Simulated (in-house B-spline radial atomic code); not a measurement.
In²⁺. Computed with a B-spline radial atomic code. Model: non-relativistic spherical atom: semilocal Troullier-Martins pseudo-atom, one channel per l, against all electrons, high spin, G0W0 and RPA with empty states to l = 8, local potential for every l without a channel, a model core (radius 0 = none) keeps its share of the functional.

Without relativity these are model numbers for so heavy an element.

What the tables leave out is listed at the end.

The pseudopotential gives back the lowest level of each angular momentum of its own functional in the configuration it was made in; a second state of the same l is only approximately right. Exact exchange, RPA and GW see the smooth pseudo-orbitals and miss the exchange with the core, for which the functional's share stands in. The column with an uncorrelated core keeps all orbitals and exact exchange, and so separates missing core correlation from pseudisation. Only the three outermost levels and the lowest empty one were computed. RPA here is direct RPA, with no exchange kernel, and its energies carry an (l + 1/2)⁻⁴ tail. A hybrid on a potential with a model core restores only its own semilocal share of the core's exchange.

Command:
```bash
python run_psgw.py task.json out
```
Settings (lengths in bohr, energies in hartree):
```
Z                      49
electrons              47
configuration          [Kr] 4d10 5s1
generated_in           [Kr] 4d10 5s1
functional             lda,vwn
core_shells            8
radius_factor          1
core_correction        False
ion_configuration      [Kr] 4d10
```

Cost of the run: 68 s on 1 thread of Arm Neoverse N1, with other jobs on the host.

Given: made with LDA VWN5; model core radius 0 bohr; local radius 1.146 bohr; mean-field start LDA VWN5.

Valence shells of the generating configuration: 4d, 5s.

Channel: s 2.124, p 2.443, d 0.917 (radii in bohr).

Computed: largest level miss in the spin-unpolarised generating configuration 0 eV; valence RPA correlation energy pseudo -0.99011 hartree; pseudo-atom RPA polarisability 11.695 bohr³; ionisation by mean-field all-electron 27.768 eV; ionisation by mean-field pseudo minus all 0.001 eV; ionisation by RPA all-electron 27.471 eV; ionisation by RPA pseudo minus all 1.028 eV.

```json
{"level": "5s up", "occupied": "1", "mean-field all-electron (eV)": "-23.509", "mean-field pseudo minus all (eV)": "-0.019", "G0W0 all-electron (eV)": "-27.672", "G0W0 uncorrelated core minus all (eV)": "0.044", "G0W0 pseudo minus all (eV)": "-0.619", "exchange self-energy all-electron (eV)": "-14.479", "exchange self-energy pseudo (eV)": "-12.806"}
{"level": "4d down", "occupied": "1", "mean-field all-electron (eV)": "-37.456", "mean-field pseudo minus all (eV)": "0.018", "G0W0 all-electron (eV)": "-45.167", "G0W0 uncorrelated core minus all (eV)": "-0.402", "G0W0 pseudo minus all (eV)": "3.165", "exchange self-energy all-electron (eV)": "-42.855", "exchange self-energy pseudo (eV)": "-26.531"}
{"level": "5s down (empty)", "occupied": "0", "mean-field all-electron (eV)": "-22.503", "mean-field pseudo minus all (eV)": "0.029", "G0W0 all-electron (eV)": "-18.399", "G0W0 uncorrelated core minus all (eV)": "0.053", "G0W0 pseudo minus all (eV)": "-0.619", "exchange self-energy all-electron (eV)": "-4.2684", "exchange self-energy pseudo (eV)": "-2.6262"}
```

What is the all-electron RPA polarisability, core included?

11.654 bohr³.

What is the valence RPA correlation energy all-electron orbitals?

-0.63058 hartree.

Given: mean-field start PBE0.

Computed: valence RPA correlation energy pseudo -0.95638 hartree; all-electron RPA polarisability, core included 10.716 bohr³; pseudo-atom RPA polarisability 10.593 bohr³; ionisation by mean-field all-electron 27.045 eV; ionisation by mean-field pseudo minus all 0.334 eV; ionisation by RPA pseudo minus all 1.047 eV.

```json
{"level": "5s up", "occupied": "1", "mean-field all-electron (eV)": "-23.924", "mean-field pseudo minus all (eV)": "-0.339", "G0W0 all-electron (eV)": "-27.467", "G0W0 uncorrelated core minus all (eV)": "0.048", "G0W0 pseudo minus all (eV)": "-0.761", "exchange self-energy all-electron (eV)": "-14.131", "exchange self-energy pseudo (eV)": "-12.786"}
{"level": "4d down", "occupied": "1", "mean-field all-electron (eV)": "-39.753", "mean-field pseudo minus all (eV)": "0.865", "G0W0 all-electron (eV)": "-45.323", "G0W0 uncorrelated core minus all (eV)": "-0.404", "G0W0 pseudo minus all (eV)": "3.134", "exchange self-energy all-electron (eV)": "-42.99", "exchange self-energy pseudo (eV)": "-26.56"}
{"level": "5s down (empty)", "occupied": "0", "mean-field all-electron (eV)": "-20.631", "mean-field pseudo minus all (eV)": "-0.252", "G0W0 all-electron (eV)": "-18.18", "G0W0 uncorrelated core minus all (eV)": "0.055", "G0W0 pseudo minus all (eV)": "-0.673", "exchange self-energy all-electron (eV)": "-3.9074", "exchange self-energy pseudo (eV)": "-2.5324"}
```

What is the ionisation by RPA all-electron?

27.338 eV.

What is the valence RPA correlation energy all-electron orbitals?

-0.59449 hartree.

Given: mean-field start Hartree-Fock.

Computed: valence RPA correlation energy all-electron orbitals -0.51362 hartree; valence RPA correlation energy pseudo -0.86691 hartree; pseudo-atom RPA polarisability 8.5239 bohr³; ionisation by mean-field all-electron 25.566 eV; ionisation by mean-field pseudo minus all 0.969 eV; ionisation by RPA all-electron 27.006 eV.

| level | occupied | mean-field all-electron (eV) | mean-field pseudo minus all (eV) | G0W0 all-electron (eV) | G0W0 uncorrelated core minus all (eV) | G0W0 pseudo minus all (eV) | exchange self-energy all-electron (eV) | exchange self-energy pseudo (eV) |
| --- | --- | --- | --- | --- | --- | --- | --- | --- |
| 5s up | 1 | -25.686 | -0.985 | -27.141 | 0.05 | -1.191 | -13.382 | -12.72 |
| 4d down | ? | ? | ? | ? | ? | ? | ? | ? |
| 4d up | 1 | -46.367 | 3.96 | -46.174 | -0.346 | 2.344 | -43.003 | -26.491 |
| 5s down (empty) | 0 | -16.055 | -0.703 | -17.777 | 0.049 | -0.936 | -2.9184 | -2.1866 |

What belongs in the row 4d down?

occupied: 1; mean-field all-electron (eV): -46.19; mean-field pseudo minus all (eV): 4.162; G0W0 all-electron (eV): -45.989; G0W0 uncorrelated core minus all (eV): -0.352; G0W0 pseudo minus all (eV): 2.475; exchange self-energy all-electron (eV): -43.089; exchange self-energy pseudo (eV): -26.258.

What is the all-electron RPA polarisability, core included?

8.6829 bohr³.

What is the ionisation by RPA pseudo minus all?

1.115 eV.

Among the listed levels the largest G0W0 shift of the pseudo-atom is +3.17 eV, for 4d down on the LDA VWN5 start, while leaving the core uncorrelated moves that level by -0.40 eV. So pseudisation and the lost core exchange, not the missing core correlation, make the error. Not in the tables (levels of low weight, unsolved or above zero; the highest and the empty levels are kept at any weight): on LDA the G0W0 levels 4d up (pseudo minus all +2.96 eV, weights 0.87 and 0.82); on PBE0 the G0W0 levels 4d up (pseudo minus all +3.35 eV, weights 0.58 and 0.88).
